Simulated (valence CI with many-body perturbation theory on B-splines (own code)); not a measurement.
The numbers below are computed, except where a source is named.
## Rb14+: what the settings do

Level of theory: valence CI with perturbative core correlation (CI+MBPT): five valence electrons over a frozen Dirac-Fock core [Ar], a basis of 6 s, 6 p, 5 d, 5 f, 1 g functions for each j, with the one-electron correlation potential Σ1, the two-electron term Σ2, the three-electron term Σ3, Breit, model QED; selected CI, second order for the rest, scaled by the run's own slope (own B-spline code, finite nucleus).

No measured levels were compared; by estimate terms of the open shell hold to 2 to 4 % of their energy, and close levels can change places. Among the levels kept, up to 350 cm⁻¹ of a level comes from second order outside the variational space, and about a tenth of that is noise between levels of different J, which matters for small intervals. Only levels of the ground parity were solved; by the run's estimate the other parity begins above the list, which can be wrong where configurations are misplaced.

The reference run has the lowest level 3d⁵ ⁶S_5/2 and an ionisation energy of 501.865 eV. Its largest variational space holds 9959 state functions.

Names give the largest LS component (configuration and term), which can be under half, so a name can repeat, a term be missing and a line seem to break the LS rules; names also repeat where a configuration has a term twice.

Changed runs:
A. shift of the energy in Σ1 (hartree) 0 → -3.008; QED terms on → off
B. size limit of the variational space 10000 → 1500; second order for the rest on → off
C. core polarisation of operators on → off
D. scale of Σ1 1 → 2 (bad on purpose)

Excitation energies of the reference run in cm⁻¹, and shifts in cm⁻¹:

```csv
Level,Reference,A,B,C,D
3d⁵ ⁴G_5/2,76651,-91,+1715,0,+127
3d⁵ ⁴G_11/2,78621,-51,-48,0,+258
3d⁵ ⁴G_7/2,78904,-60,+1294,0,+240
3d⁵ ⁴G_9/2,79834,-46,+290,0,+286
3d⁵ ⁴P_5/2,82657,-90,+2577,0,+172
3d⁵ ⁴P_3/2,85149,-88,+858,0,+191
3d⁵ ⁴P_1/2,88446,-69,-2506,0,+275
3d⁵ ⁴D_7/2,95512,-63,+1891,0,+316
3d⁵ ⁴D_1/2,100215,-33,-2780,0,+445
3d⁵ ⁴D_5/2,101251,-43,+2483,0,+417
3d⁵ ⁴D_3/2,102373,-26,+659,0,+480
3d⁵ ²I_11/2,112837,-84,+329,0,+341
Ionisation energy (eV),501.865,-0.758,-0.825,0,+2.246
```

No effect on these energies: C.
